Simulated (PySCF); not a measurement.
CH4ClNOSi2, SMILES O[Si@@]1(Cl)N=C[SiH2]1. Atoms are numbered in the order given.

```xyz
10

O      1.6133     0.0767    -1.3543
Si     0.4473     0.0354    -0.1824
Cl     1.3345    -0.3991     1.6456
N     -0.5271     1.5394    -0.0138
C     -1.7178     1.0975    -0.2725
Si    -1.6656    -0.7933    -0.6887
H      2.4695     0.4672    -1.1224
H     -2.5771     1.7948    -0.2404
H     -2.3994    -1.6990     0.2403
H     -2.0328    -1.1431    -2.0904
```

Coordinates come from a TPSSh-D3(BJ)/def2-SVP optimisation. The structure was generated by enumeration; whether it is a known compound was not checked. The values are those of a single conformer.

Two levels are set side by side: PBE/pcSseg-1 (PySCF) and KT2/pcSseg-1 (PySCF). GIAO shifts against H2O (¹⁷O), HCl (³⁵Cl), NH3 (¹⁵N), TMS (²⁹Si), TMS (¹H), TMS (¹³C) at the same level; non-relativistic, no solvent, atoms listed together averaged. Without spin–orbit terms, shifts of atoms bonded to Cl or Br come out too high at both levels. Differences are taken from unrounded values.

```
quantity                  PBE
----------------------  -----
δ(¹⁷O) of O1 (ppm)       95.9
δ(²⁹Si) of Si2 (ppm)      1.1
δ(³⁵Cl) of Cl3 (ppm)    132.6
δ(¹⁵N) of N4 (ppm)      588.1
δ(¹³C) of C5 (ppm)      217.0
δ(²⁹Si) of Si6 (ppm)     -2.2
δ(¹H) of H7 (ppm)        3.18
δ(¹H) of H8 (ppm)       10.80
δ(¹H) of H9, H10 (ppm)   6.16
```

### Question
These are the PBE values. What does KT2 give? (Estimate from the structure and the level; the computed values follow.)

### Answer

```json
[
 {"quantity": "δ(¹⁷O) of O1 (ppm)", "KT2": "93.5", "PBE minus KT2": "2.3"},
 {"quantity": "δ(²⁹Si) of Si2 (ppm)", "KT2": "4.0", "PBE minus KT2": "-2.9"},
 {"quantity": "δ(³⁵Cl) of Cl3 (ppm)", "KT2": "133.9", "PBE minus KT2": "-1.2"},
 {"quantity": "δ(¹⁵N) of N4 (ppm)", "KT2": "549.3", "PBE minus KT2": "38.8"},
 {"quantity": "δ(¹³C) of C5 (ppm)", "KT2": "201.1", "PBE minus KT2": "15.9"},
 {"quantity": "δ(²⁹Si) of Si6 (ppm)", "KT2": "2.6", "PBE minus KT2": "-4.7"},
 {"quantity": "δ(¹H) of H7 (ppm)", "KT2": "3.20", "PBE minus KT2": "-0.03"},
 {"quantity": "δ(¹H) of H8 (ppm)", "KT2": "10.38", "PBE minus KT2": "0.43"},
 {"quantity": "δ(¹H) of H9, H10 (ppm)", "KT2": "6.16", "PBE minus KT2": "0.00"}
]
```

Rough cost on one machine, each run with all the roots and properties that it gave: KT2 against PBE within a factor of 2.
